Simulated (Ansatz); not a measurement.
H4S4Ti, SMILES `[SH][Ti]([SH])([SH])[SH]`. Total charge 0; spin multiplicity 1. Correlated methods include outer-core shells of Ti, which these sets cover unevenly. Scalar relativity is left out up to krypton.

Cartesian coordinates in Å:
```
S -1.2939 -1.8227 0.6017
Ti -0.1700 0.1047 0.2027
S -1.3964 1.2835 -1.3020
S -0.1233 1.2763 2.1301
S 1.9798 -0.3150 -0.4325
H -0.1867 -2.3507 1.1644
H -0.8667 0.5907 -2.3312
H 0.5240 2.2554 1.4589
H 1.5332 -1.0221 -1.4921
```

Q: Give the diagnostics of a CCSD(T)/def2-TZVPP run (frozen core, the Gaussian-basis code of Ansatz). (Best estimate.)

A: The calculation gave: T1 = 0.0290, largest single amplitude 0.064, largest double 0.036, (T) share of the correlation energy 6.3 %, 15 CCSD cycles. The RHF solution is stable towards an unrestricted one. T1 lies over the customary mark of 0.02 for closed shells; compounds of d metals often pass it without a breakdown.
